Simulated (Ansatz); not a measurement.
Harmonic frequencies (cm⁻¹) at PBE0-D4/def2-TZVP from Ansatz: 185, 187, 195, 195, 220, 307, 335, 358, 436, 468, 515, 570, 577, 600, 676, 696, 696, 996, 1549, 3582, 3687, 3694, 3954, 3957.

Each molecule was computed in one conformer, which needn't be the lowest.

Q: Which molecule is it?
A. `[NH2][Ta](=[O])([OH])[OH]`
B. `[NH]=[Ta]([NH2])([OH])[OH]`
C. `[NH2][Ta]([NH2])(=[O])[Cl]`
D. `[NH2][Ta]([NH2])(=[O])[OH]`

A: B.
